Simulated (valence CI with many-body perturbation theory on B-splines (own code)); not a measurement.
# Forbidden lines of Hg6+

Computed by valence CI with perturbative core correlation (CI+MBPT): six valence electrons over a frozen Dirac-Fock core [Xe] 4f14, radial functions for each j: 7 s, 7 p, 8 d, 6 f, 4 g, 1 h, with the one-electron correlation potential Σ1, the two-electron term Σ2, the three-electron term Σ3, Breit, model QED; selected CI, second order for the rest, scaled by the run's own slope (own B-spline code, finite nucleus).

No measured levels were compared; by estimate terms of the open shell hold to 2 to 4 % of their energy, and close levels can change places; different configurations can be misplaced against each other by 1,000 to 8,000 cm⁻¹. Among the levels kept, up to 750 cm⁻¹ of a level comes from second order outside the variational space, and about a tenth of that is noise between levels of different J, which matters for small intervals. Only levels of the ground parity were solved; by the run's estimate the other parity begins above the list, which can be wrong where configurations are misplaced.

Lines 51 to 100 of 119 in falling wavelength, among levels below 71871 cm⁻¹, chosen from the decays that carry over 1 % of a level's rate. Wavelengths and rates use the calculated energies, so an error of 2000 cm⁻¹ moves a line at 455.3 nm by 9.1 % and its rate by three times that or more. Electric multipoles are in the length gauge, E1 and E2 with the static RPA response of the core. Weak lines are less certain than strong ones. Lines between different terms over intervals too small for the method are left out, as are lines whose strength nearly cancels. Where a level lies close to another of its J and parity, the split of strength between their lines is uncertain. The highest levels of a list are the least certain. Branching is blank where the lifetime is uncertain.

Names give the largest LS component (configuration and term), which can be under half, so a name can repeat, a term be missing and a line seem to break the LS rules; names also repeat where a configuration has a term twice. Letters in brackets count levels of one name in rising energy.

| λ vac (nm) | Upper | Lower | Type | A (s⁻¹) | Branch % |
| --- | --- | --- | --- | --- | --- |
| 455.3 | 5d6 3F_2 [a] | 5d6 5D_3 | M1 | 1.34e+02 | 79.8 |
| 453.5 | 5d6 3P_1 [a] | 5d6 3F_2 [a] | M1 | 5.22e+01 | 25.9 |
| 444.4 | 5d6 3G_4 | 5d6 3H_4 [a] | M1 | 5.29e+01 | 36.6 |
| 434.0 | 5d6 1I_6 | 5d6 3H_6 | M1 | 6.35e+01 | 68.4 |
| 433.5 | 5d6 5D_2 [b] | 5d6 5D_2 [a] | M1 | 4.54e+01 | 24.4 |
| 423.4 | 5d6 3P_1 [b] | 5d6 1S_0 | M1 | 8.81e+01 | 12.6 |
| 423.2 | 5d6 1I_6 | 5d6 3G_5 | M1 | 2.88e+01 | 31.1 |
| 421.1 | 5d6 3F_2 [b] | 5d6 3D_3 | M1 | 3.64e+00 | 1.1 |
| 413.9 | 5d6 3F_4 | 5d6 3D_3 | M1 | 2.53e+01 | 7.2 |
| 410.8 | 5d6 3F_3 | 5d6 5D_2 [a] | M1 | 9.49e+00 | 9.0 |
| 407.3 | 5d6 3H_5 | 5d6 3H_4 [a] | M1 | 2.34e+00 | 2.2 |
| 406.1 | 5d6 3F_4 | 5d6 3H_5 | M1 | 6.17e+01 | 17.6 |
| 402.8 | 5d6 1S_0 | 5d6 5D_1 | M1 | 3.40e+02 | 100.0 |
| 401.1 | 5d6 3D_1 | 5d6 5D_1 | M1 | 3.33e+01 | 30.3 |
| 400.1 | 5d6 3P_1 [a] | 5d6 5D_2 [b] | M1 | 2.02e+01 | 10.1 |
| 399.9 | 5d6 3D_3 | 5d6 3H_4 [a] | M1 | 3.51e+01 | 18.1 |
| 390.5 | 5d6 3D_1 | 5d6 5D_0 | M1 | 5.19e+01 | 47.3 |
| 390.4 | 5d6 1D_2 | 5d6 3F_2 [a] | M1 | 9.08e+01 | 42.9 |
| 384.5 | 5d6 3F_2 [a] | 5d6 5D_2 [a] | M1 | 2.52e+01 | 15.0 |
| 379.8 | 5d6 1G_4 | 5d6 3F_3 | M1 | 3.19e+01 | 20.2 |
| 376.7 | 5d6 3F_2 [b] | 5d6 3D_2 | M1 | 6.94e+01 | 21.9 |
| 375.1 | 5d6 3G_5 | 5d6 5D_4 | M1 | 1.40e+01 | 83.3 |
| 372.6 | 5d6 3D_2 | 5d6 5D_1 | M1 | 5.02e+00 | 6.4 |
| 367.0 | 5d6 3H_6 | 5d6 5D_4 | E2 | 3.88e-04 |  |
| 366.6 | 5d6 1D_2 | 5d6 3F_3 | M1 | 4.86e+01 | 22.9 |
| 351.6 | 5d6 3G_3 | 5d6 3H_4 [a] | M1 | 5.62e+00 | 4.6 |
| 351.4 | 5d6 3F_2 [b] | 5d6 3D_1 | M1 | 5.12e+01 | 16.1 |
| 350.3 | 5d6 1D_2 | 5d6 5D_2 [b] | M1 | 5.40e+00 | 2.5 |
| 347.1 | 5d6 3H_4 [b] | 5d6 5D_3 | M1 | 2.49e+00 | 1.8 |
| 342.3 | 5d6 3F_4 | 5d6 3H_4 [b] | M1 | 1.06e+02 | 30.3 |
| 329.9 | 5d6 1F_3 | 5d6 3H_4 [a] | M1 | 5.04e+01 | 49.1 |
| 326.7 | 5d6 3P_0 | 5d6 5D_1 | M1 | 4.69e+01 | 82.8 |
| 325.7 | 5d6 3P_1 [b] | 5d6 3F_2 [a] | M1 | 1.43e+02 | 20.4 |
| 321.9 | 5d6 3D_2 | 5d6 5D_3 | M1 | 1.97e+01 | 25.0 |
| 318.9 | 5d6 3G_4 | 5d6 5D_3 | M1 | 8.43e+00 | 5.8 |
| 316.4 | 5d6 1G_4 | 5d6 3G_5 | M1 | 8.31e+01 | 52.5 |
| 313.1 | 5d6 3F_3 | 5d6 5D_4 | M1 | 5.75e+01 | 54.8 |
| 301.2 | 5d6 3D_1 | 5d6 5D_2 [a] | M1 | 8.11e+00 | 7.4 |
| 297.2 | 5d6 3P_1 [b] | 5d6 5D_2 [b] | M1 | 3.27e+02 | 46.5 |
| 295.3 | 5d6 3D_3 | 5d6 5D_3 | M1 | 6.46e+01 | 33.4 |
| 284.8 | 5d6 3D_2 | 5d6 5D_2 [a] | M1 | 4.09e+01 | 51.9 |
| 280.6 | 5d6 3F_2 [b] | 5d6 3F_2 [a] | M1 | 3.72e+00 | 1.2 |
| 268.1 | 5d6 3G_3 | 5d6 5D_3 | M1 | 2.36e+01 | 19.3 |
| 268.0 | 5d6 3F_2 [b] | 5d6 3F_3 | M1 | 3.18e+01 | 10.0 |
| 264.7 | 5d6 1G_4 | 5d6 3H_4 [a] | M1 | 2.30e+00 | 1.5 |
| 263.8 | 5d6 3D_3 | 5d6 5D_2 [a] | M1 | 5.06e+00 | 2.6 |
| 259.2 | 5d6 3F_2 [b] | 5d6 5D_2 [b] | M1 | 4.64e+01 | 14.6 |
| 257.2 | 5d6 3P_0 | 5d6 5D_2 [a] | E2 | 7.78e+00 | 13.7 |
| 255.3 | 5d6 1F_3 | 5d6 5D_3 | M1 | 2.00e+01 | 19.4 |
| 251.3 | 5d6 3P_1 [a] | 5d6 5D_1 | M1 | 4.71e+01 | 23.4 |
